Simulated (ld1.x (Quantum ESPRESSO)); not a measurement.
## Before and after: PAW potential for Zn

Zn (Z = 30), PAW, made with ld1.x (Quantum ESPRESSO) 7.5 (PW91, scalar-relativistic). Core [Ar], reference 3d10 4s1.5 4p0 (charge +0.5). Waves: 4s (bound): rcut 1.25, rcutus 1.70 bohr; 4s channel at 0.25 Ry: rcut 1.25, rcutus 1.70 bohr; 4p (bound, empty): rcut 2.50, rcutus 2.80 bohr; 4p channel at 0.4 Ry: rcut 2.50, rcutus 2.80 bohr; 3d (bound): rcut 1.30, rcutus 1.60 bohr; 3d channel at -0.6 Ry: rcut 1.30, rcutus 1.60 bohr. Local part: all-electron potential smoothed inside 2.25 bohr (lloc = -1). Core correction: a·sin(br)/r model core inside 0.75 bohr. Augmentation charge: PSQ, inside the norm-conserving radii.

All-electron outer shells of the reference configuration (PW91, scalar-relativistic, ld1.x):

| shell | level (eV) | outermost node (bohr) | outermost maximum (bohr) |
| --- | --- | --- | --- |
| 3p | -88.10 | 0.25 | 0.59 |
| 3d | -14.84 | – | 0.57 |
| 4s | -9.92 | 0.85 | 2.04 |
| 4p | -4.31 | 0.92 | 2.75 |

Change: waves 4s (bound): rcut 1.25, rcutus 1.76 bohr; 4s channel at 0.25 Ry: rcut 1.25, rcutus 1.76 bohr.

Cutoffs: the cutoffs (Ry, on a coarse ladder) from which the occupation-weighted sum of valence levels, in a spherical-Bessel basis at the reference potential, stays within 10 and 1 mRy of its value at 400 Ry; they do not see the model core or the augmentation charge, which bear on the density cutoff. Errors are all-electron minus pseudo energies relative to the spin-unpolarised reference configuration.

Question: Predict the effect on cutoff, ghosts and configuration errors.

Answer: The potential gets neither clearly harder nor softer (40 Ry and 70 Ry → 40 Ry and 70 Ry); the bound ghost in s disappears; the errors of the 7 common tests hardly move; the range in which the s phases agree narrows (upper end at the end of the scan → 3.9).

```csv
quantity,base,changed
"cutoff, loose",40 Ry,40 Ry
"cutoff, tight",70 Ry,70 Ry
loose cutoff by channel (10 mRy a level),"s 12 Ry, d 35 Ry","s 8 Ry, d 35 Ry"
bound ghosts,s,none
"error for 3d10 4s2 4p0, meV [ΔE -3.98 eV]",-0.1,-0.1
"error for 3d10 4s1 4p0, meV [ΔE 5.99 eV]",-1.4,-1.4
"error for 3d10 4s0 4p0, meV [ΔE 24.50 eV]",-11,-11
"error for 3d10 4s0 4p2, meV [ΔE 6.64 eV]",-1.7,-1.7
"error for 3d9 4s0 4p0, meV [ΔE 65.15 eV]",-204,-204
"error for 3d10 4s1 4p1, meV [ΔE 1.14 eV]",-0.2,-0.2
"error for 3d8 4s0 4p0, meV [ΔE 127.09 eV]",-1286,-1286
s: phases at 3.06 bohr within 0.05 rad from the reference energy up to (Ry; the scan ends near 5),to the end of the scan,3.9
p: phases at 3.06 bohr within 0.05 rad from the reference energy up to (Ry; the scan ends near 5),2.6,2.6
d: phases at 3.06 bohr within 0.05 rad from the reference energy up to (Ry; the scan ends near 5),4.2,4.2
lowest overlap eigenvalue by channel,"s 0.58, p 0.73, d 1.00","s 0.47, p 0.73, d 1.00"
```

 A true bound ghost makes a file unfit for plane-wave use even where its test errors are small: the radial tests pick states by their node count and pass the ghost by.
